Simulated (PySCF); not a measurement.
Relaxation of singlet PbH4

Computed with BP86 in PySCF with Pb def2-TZVP with ECP60, H def2-TZVP; scalar-relativistic core potentials, no spin–orbit coupling; density-fitted integrals. A (50,194) grid was used.

A hand-made see-saw start, of C2v symmetry, held to at least that symmetry:

Coordinates in bohr (charge 0 multiplicity 1):
```
Pb    0.0000    0.0000   -0.0222
H     0.0000    3.3133    0.2677
H     0.0000   -3.3133    0.2677
H     2.6209    0.0000    2.0255
H    -2.6209    0.0000    2.0255
```

Optimiser trace:
```csv
step,E − E(last) (kJ/mol),largest gradient (Eh/bohr)
0,183.51,0.02882
1,110.25,0.03310
2,46.22,0.01750
3,24.38,0.01971
4,9.44,0.01398
5,0.59,0.00403
6,0.01,0.00060
7,0.00,0.00031
8,0.00,0.00017
```

It ends at Td with Pb–H 1.769 Å (×4); H–Pb–H 109.5° (×6). No frequency check is given, so it may be a saddle point. Other isomers or separated fragments may lie lower.

Final geometry:
```xyz
5
charge 0 multiplicity 1, angstrom
Pb    0.0000    0.0000    0.4825
H     0.0000    1.4437   -0.5385
H     0.0000   -1.4437   -0.5385
H     1.4434    0.0000    1.5049
H    -1.4434    0.0000    1.5049
```

Spin–orbit coupling, left out here, can matter for elements this heavy.
